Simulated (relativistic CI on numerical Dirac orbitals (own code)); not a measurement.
Computed by Dirac-Coulomb-Breit CI, KLI orbitals optimised for each configuration, model QED (radiative potential, 1s self-energy scaled to tabulated hydrogen-like ionisation energies), unscaled Slater integrals (own radial code, finite nucleus).

The strongest absorption lines from the ground level of an ion, among the configurations computed and to levels below about 1830 eV (vacuum wavelength in nm, gf): 0.74016 (0.34), 0.74431 (0.71), 0.74601 (0.2), 0.75470 (0.59), 0.75587 (0.23), 0.75863 (0.32), 2.9579 (1.7), 3.1374 (0.6).

Task: Which ion is it?
A. Lu43+
B. Eu37+
C. Lu45+
D. Au53+

Result: C. Lu45+ has 26 electrons and the ground level 3s²3p⁶3d⁸ ³F4; the strongest line goes to 3s²3p⁵3d⁹ ³D°3. The pattern of lines fixes the number of electrons, and along that sequence the line energies rise steadily with the charge (about as its square where n changes within one kind of shell, about linearly where n is kept but much faster in heavy ions where fine structure, which grows about as Z⁴, sets the gap, and irregularly where shells cross), which fixes Z. Configurations outside the model, such as inner-shell arrays, can give stronger lines. At this charge energies of transitions that change n are usually good to better than 1 %, and those within a shell (Δn = 0) to a few per cent.

LS names give the leading component of a level, which can be under half, so a name can repeat, a term be missing and a line seem to break the LS rules.
